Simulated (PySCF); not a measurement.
# Worked example: oscillator strength and radiative lifetime

TiF2I2, SMILES [F][Ti]([F])([I])[I], multiplicity 1.

Geometry optimised at B3LYP-D3(BJ)/def2-SVP. The spin state was assumed, not searched. The structure was generated by enumeration; whether it is a known compound was not checked. The def2 effective core potentials stand for the cores of I; spin–orbit coupling is left out.

TDA-M06-2X/def2-SVPD run with PySCF 2.14.0 puts the first singlet state with f over 0.02 at 3.41 eV (vertical), with the transition dipole (-0.601, 0.000, 0.000) in atomic units.

Find the oscillator strength, the wavelength and the radiative lifetime that this transition would have in vacuum if emission retraced absorption.


|μ|² = 0.3612 au, so |μ| = 1.53 D. ΔE = 3.41/27.211 = 0.1253 hartree. f = (2/3) ΔE |μ|² = 0.030 (the program prints 0.030).
λ = 1239.84/3.41 = 364 nm; ν = 27503 cm⁻¹.
Einstein's coefficient A = 0.6670 ν² f s⁻¹ (ν in cm⁻¹) = 1.5e7 s⁻¹, so τ = 1/A = 66 ns. This state is S1. The figure is the radiative limit of this one transition; relaxation, internal conversion, crossing to triplets and a medium change what is measured.
